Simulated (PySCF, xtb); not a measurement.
H7N3OSi, SMILES N[Si](N)(N)O. The values are those of a single conformer.

Harmonic wavenumbers (cm⁻¹) from xtb with GFN2-xTB at its own minimum, in rising order: 129, 152, 179, 198, 225, 250, 267, 278, 291, 587, 608, 628, 742, 810, 818, 824, 830, 903, 938, 954, 1531, 1538, 1541, 3480, 3481, 3494, 3510, 3515, 3528, 3701.

**Question.** What does PBE-D3(BJ)/def2-SVP run with PySCF 2.14.0 give at its own minimum? (An estimate is asked for; the answer gives what the named calculation found.)

**Answer.** 117, 160, 199, 203, 284, 292, 320, 325, 341, 393, 448, 480, 706, 755, 765, 801, 812, 881, 908, 942, 1478, 1490, 1494, 3473, 3477, 3514, 3568, 3573, 3616, 3752. Paired by order, the mean absolute difference is 49 cm⁻¹ and the zero-point energies are 57.1 and 56.6 kcal/mol.
